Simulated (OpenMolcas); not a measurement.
Xe2+: effect of the active space

```
Program             : OpenMolcas
Method              : CASSCF or its RAS form
Basis               : ANO-RCC-VQZP
Scalar Hamiltonian  : DKH2, point nucleus
Spin-orbit coupling : RASSI with atomic mean-field integrals over the reference wave functions, term energies averaged over their components
```

A. 4 electrons in 3 orbitals (5p); 2S+1 = 3 even, 3 roots; 2S+1 = 1 even, 6 roots; cost about 4 core-seconds
B. 6 electrons in 4 orbitals (5s 5p); 2S+1 = 3 even, 3 roots; 2S+1 = 1 even, 6 roots; 2S+1 = 3 odd, 3 roots; 2S+1 = 1 odd, 3 roots; cost about 15 core-seconds
C. 6 electrons in 8 orbitals (5s 5p 6s 6p); 2S+1 = 3 even, 3 roots; 2S+1 = 1 even, 6 roots; 2S+1 = 3 odd, 3 roots; 2S+1 = 1 odd, 3 roots; cost about 40 core-seconds
D. 4 electrons in 9 orbitals (RAS2 5p; RAS3 5d 6s, at most 1 electron); 2S+1 = 3 even, 3 roots; 2S+1 = 1 even, 6 roots; 2S+1 = 5 odd, 6 roots; 2S+1 = 3 odd, 54 roots; 2S+1 = 1 odd, 48 roots; cost of the order of 60 core-seconds
E. 6 electrons in 9 orbitals (RAS2 5s 5p; RAS3 5d, at most 2 electrons); 2S+1 = 3 even, 3 roots; 2S+1 = 1 even, 7 roots; 2S+1 = 3 odd, 3 roots; 2S+1 = 1 odd, 3 roots; cost about 30 core-seconds

Energies in cm-1 above 5s2 5p4 3P2, the measured ground level; measured values from Saloman, J. Phys. Chem. Ref. Data 33, 765 (2004).

```tsv
Level	A	B	C	D	E	Measured
5s2 5p4 3P2	0.0	0.0	0.0	0.0	0.0	0.0
5s2 5p4 3P0	8448	7610	7409	8448	7897	8130
5s2 5p4 3P1	8670	8671	8584	8670	8493	9794
5s2 5p4 1D2	18820	18820	18680	18820	18358	17099
5s2 5p4 1S0	39424	33963	33572	39424	35617	36103
```

Deviations, from unrounded energies. A percentage is the sum of absolute deviations over the sum of measured energies, with the sign that they share, or ± where signs differ.

```
                        Against measurement  Levels     A     B      C     D     E
             mean absolute deviation (cm-1)       4  1600  1400   1500  1600   820
      fine structure of the ground term (%)       2  ±8.0  -9.2  -10.8  ±8.0  -8.6
other terms of the ground configuration (%)       2  +9.5  ±7.3   ±7.7  +9.5  ±3.3
```

E lies closest to measurement on these levels and A furthest from it. The largest miss of E in the table is 5s2 5p4 3P1, by -1300 cm-1. The ranking rests on the paired levels alone, and a cruder setting can come out closer through cancelling errors.

Among A to E the level of the table that moves most is 5s2 5p4 1S0, by 5900 cm-1 (lowest in C, highest in A).

With the s shell closed, the reference lacks s² → p² mixing (holds for A; D). Active for correlation alone: 6p 6s; no level in the range computed is led by a configuration that fills them, so any true level of that kind is missing (holds for C). The run also gave levels led by 5s 5p4 5d, 5s2 5p3 5d, which use shells meant for correlation; these and all levels above them are left out (holds for E). Computed and measured levels are paired by configuration, term and J; levels that our copy of the source lacks, or whose pairing is in doubt (as where it misses far off the trend of its configuration), stay unpaired and out of the deviations. Levels of configurations outside the active space are missing. The table leaves out levels that lie high or whose names do not pair safely across all columns.
